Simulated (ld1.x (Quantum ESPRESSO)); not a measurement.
Which change was made? (Mo, TM)

- Element: Mo (Z = 42)
- Generator: ld1.x (Quantum ESPRESSO) 7.5
- Type: norm-conserving Troullier–Martins (Kleinman–Bylander form)
- Functional: BLYP
- Relativity: scalar-relativistic
- Frozen core: [Kr]
- Valence charge: 6
- Reference configuration: 4d4 5s0 5p0 (charge +2)
- Partial waves: 5s (bound, empty): rc 2.35 bohr; 4d (bound): rc 2.45 bohr; 5p (bound, empty): rc 2.90 bohr
- Local potential: the p channel
- Core correction: a·sin(br)/r model core, default radius (core density twice the valence density)

Cutoffs, loose and tight: the cutoffs (Ry, on a coarse ladder) from which the occupation-weighted sum of valence levels, in a spherical-Bessel basis at the reference potential, stays within 10 and 1 mRy of its value at 400 Ry. They do not see the model core or the augmentation charge, which bear on the density cutoff. Test errors are all-electron minus pseudo excitation energies from the reference, over the configurations 4d5 5s1 5p0; 4d5 5s0 5p0; 4d3 5s0 5p0; 4d6 5s0 5p0; 4d5 5s0 5p1; 4d4 5s2 5p0; 4d5.5 5s0.5 5p0; variants that change the core or the reference have their own tests. The largest error is taken over the tests solved by every variant that gives reliable tests at all, those not shown here included: 4d3 5s0 5p0; 4d5 5s0 5p0; 4d5 5s0 5p1; 4d6 5s0 5p0.

The base gives: outcome: generated; cutoff, loose: 35 Ry; cutoff, tight: 40 Ry; bound ghosts: none; largest test error (meV): -422.

On the changes marked as counting shells twice: ld1.x takes every shell without a wave as core, so the model core holds the marked electrons as well and exchange and correlation see them twice. This cancels in the reference configuration, but the file is broken for other ones, and its errors say nothing about a proper core correction.

Question: After one change the result is: outcome: generated, misses its reference levels by 0.32 eV; cutoff, loose: 70 Ry; cutoff, tight: 120 Ry; bound ghosts: none; largest test error (meV): +663. Which change was it?
A. local potential the d channel
B. type PAW; waves now 5s (bound): rcut 2.05, rcutus 2.35 bohr; 5s channel at -0.6 Ry: rcut 2.05, rcutus 2.35 bohr; 5p (bound): rcut 2.50, rcutus 2.90 bohr; 5p channel at -0.65 Ry: rcut 2.50, rcutus 2.90 bohr; 4d (bound): rcut 2.15, rcutus 2.45 bohr; 4d channel at -0.1 Ry: rcut 2.15, rcutus 2.45 bohr; local potential all-electron potential smoothed inside 2.05 bohr (lloc = -1); augmentation PSQ, radius 2.20 bohr
C. core [Ar] 3d10, valence charge 14; reference 4s2 4p6 4d5.5 5s0.5 5p0; waves now 4s (bound): rc 1.75 bohr; 4p (bound): rc 1.30 bohr; 4d (bound): rc 2.30 bohr; local potential the d channel; core correction Bessel-smoothed model core, default radius (core density twice the valence density) (5s counted twice)
D. wave 4d (bound): rc 2.45 bohr becomes 4d (bound): rc 3.22 bohr

Answer: C. The others give: type PAW; waves now 5s (bound): rcut 2.05, rcutus 2.35 bohr; 5s channel at -0.6 Ry: rcut 2.05, rcutus 2.35 bohr; 5p (bound): rcut 2.50, rcutus 2.90 bohr; 5p channel at -0.65 Ry: rcut 2.50, rcutus 2.90 bohr; 4d (bound): rcut 2.15, rcutus 2.45 bohr; 4d channel at -0.1 Ry: rcut 2.15, rcutus 2.45 bohr; local potential all-electron potential smoothed inside 2.05 bohr (lloc = -1); augmentation PSQ, radius 2.20 bohr → outcome: generated, overlap not positive; bound ghosts: not determined (overlap not positive); largest test error (meV): -174 | local potential the d channel → outcome: generated; cutoff, loose: 35 Ry; cutoff, tight: 40 Ry; bound ghosts: s, p; largest test error (meV): -163 | wave 4d (bound): rc 2.45 bohr becomes 4d (bound): rc 3.22 bohr → outcome: generated; cutoff, loose: 25 Ry; cutoff, tight: 30 Ry; bound ghosts: none; largest test error (meV): -338. A file whose overlap is not positive is unfit for use, and its test errors describe a broken file.
